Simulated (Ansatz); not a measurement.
Reaction (redistribution): `C[O][In]([CH3])[Cl]` + `[SH][GeH2][SH]` → `[CH3][In]([SH])[Cl]` + `C[O][GeH2][SH]`

Computed with Ansatz on PBE0-D4/def2-TZVP structures; ΔE is electronic, products minus reactants. CBS: MP2 limit from def2 TZ/QZ plus the TZ coupled-cluster correction, frozen cores. DFT in def2-TZVPP. B3LYP here is the variant with VWN-RPA as its local correlation; programs differ in this. Elements past krypton have def2 core potentials. For Ge, In outer-core shells are correlated without core-valence functions, which leaves a few kJ/mol of doubt a bond. Scalar relativity is left out up to krypton. One conformer a species, not always the lowest.

```csv
level,ΔE (kcal/mol),difference from CCSD(T)/CBS
r2SCAN-D4,-12.6,-0.6
PBE0-D4,-12.7,-0.7
B2PLYP,-12.7,-0.7
PBE0,-12.6,-0.6
B3LYP,-12.3,-0.3
HF/def2-TZVPP,-15.6,-3.6
MP2/def2-TZVPP,-13.5,-1.5
SCS-MP2/def2-TZVPP,-13.5,-1.5
CCSD/def2-TZVPP,-13.5,-1.5
CCSD(T)/def2-TZVPP,-13.2,-1.2
HF/def2-QZVPP,-15.3,-3.3
MP2/def2-QZVPP,-12.8,-0.8
SCS-MP2/def2-QZVPP,-12.8,-0.8
HF/CBS(def2),-15.3,-3.3
MP2/CBS(def2),-12.4,-0.4
CCSD/CBS(def2),-12.4,-0.4
CCSD(T)/CBS,-12.0,0
```

Largest T1 diagnostic among the species: 0.014.

In def2-TZVPP, CCSD(T) changes the Hartree–Fock value by +2.4 kcal/mol (the triples alone add +0.4 kcal/mol) and MP2 by +2.1 kcal/mol. From PBE to PBE0 (25 % exact exchange), in def2-TZVPP and without D4, ΔE moves by −1.5 kcal/mol.
